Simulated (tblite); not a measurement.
Compound: C3H8N2Si.
Geometry (GFN2-xTB, Å), atoms numbered from 1 in this order:
```xyz
14
C3H8N2Si angstrom
C     -1.483    1.499    0.763
C     -0.758    0.416    0.576
C     -1.191   -0.956    0.130
N      0.158   -1.494    0.005
Si     1.037   -0.171    0.691
N      2.212    0.662   -0.243
H     -2.552    1.514    0.603
H     -1.037    2.426    1.084
H     -1.734   -0.972   -0.822
H     -1.798   -1.470    0.885
H      0.297   -2.484   -0.111
H      1.641   -0.343    2.011
H      2.019    0.900   -1.202
H      3.189    0.471   -0.111
```

Level: GFN2-xTB in tblite, geometry and Hessian alike; calculated harmonic values, unscaled, isolated species. The method is semi-empirical: single wavenumbers can be off by several per cent or more. Modes of hydrogen on silicon can be 10 to 20 % off. One conformer, not necessarily the lowest.

Harmonic wavenumbers (cm⁻¹): 101.5, 125.9, 179.5, 219.8, 293.2, 330.2, 420.1, 448.4, 545.7, 561.3, 643.4, 660.2, 693.9, 810.6, 833.2, 903.1, 927.5, 959.8, 982.0, 1052.7, 1113.0, 1136.5, 1209.9, 1307.0, 1418.1, 1483.3, 1514.8, 1749.7, 2248.3, 2866.6, 2910.0, 3050.5, 3105.0, 3467.0, 3485.2, 3529.8.

A = 4382, B = 2588, C = 1827 MHz; mass 100.046 u (most abundant isotopes); point group C1, symmetry number 1.

Task: Zero-point energy?

Result: ½Σν̃ = 23643 cm⁻¹ = 282.84 kJ/mol.

Task: Give the ideal-gas entropy at 298.15 K and 1 bar in the rigid-rotor, harmonic-oscillator model (classical rotation).

Result: Translation 166.30, rotation 113.56, vibration 77.04: S = 356.9 J/(mol K).

Task: And Cp and H(298.15 K) − H(0)?

Result: Cp = 129.83 J/(mol K), of which vibrations give 96.58 (their classical limit is 36 R = 299.3); H(298.15 K) − H(0) = 23.35 kJ/mol without the zero-point energy, 13.44 from vibrations.

Task: What must be added to the electronic energy to get the Gibbs energy at 298.15 K and 1 bar?

Result: ZPE + [H(298.15 K) − H(0)] − T·S = 282.84 + 23.35 − 106.41 = 199.78 kJ/mol.

Task: Blend soft modes into free rotors: weight 1/[1 + (100 cm⁻¹/ν̃)⁴] for the oscillator and the rest for a rotor with moment μB/(μ + B), μ = h/(8π²ν), B = 10⁻⁴⁴ kg m². What vibrational entropy results?

Result: 75.45 J/(mol K) in place of 77.04, which changes −T·S at 298.15 K by +0.47 kJ/mol.

Task: Which modes carry the vibrational entropy at 298.15 K?

Result: 101.5 cm⁻¹: 14.33; 125.9 cm⁻¹: 12.58; 179.5 cm⁻¹: 9.76; 219.8 cm⁻¹: 8.20; 293.2 cm⁻¹: 6.09; 330.2 cm⁻¹: 5.27 J/(mol K); the other 30 give 20.80 together.

Task: How do the functions run with temperature in this model?

Result: 
```tsv
T (K)	S (J/(mol K))	Cp (J/(mol K))	H − H(0) (kJ/mol)	G − H(0) (kJ/mol)	ln q(vib)
100	259.1	61.1	4.39	-21.52	0.59
200	312.2	96.1	12.25	-50.19	2.12
300	357.7	130.4	23.59	-83.72	3.88
500	437.9	184.3	55.45	-163.50	7.60
800	536.0	232.3	118.61	-310.16	13.02
1000	590.1	253.1	167.25	-422.90	16.36
```

q(vib) and H(0) count from the zero-point level.

Hindered rotation and anharmonicity are outside this model. Other conformers, if any are populated, would add a mixing term that is left out. The structure is chiral; the term R ln 2 for an equal mix with its mirror image is left out.

Time: 0.62 s wall. Hardware: Arm Neoverse N1, one thread, shared host with 64 logical CPUs at a one-minute load of 61. The figure is for the frequency step alone.
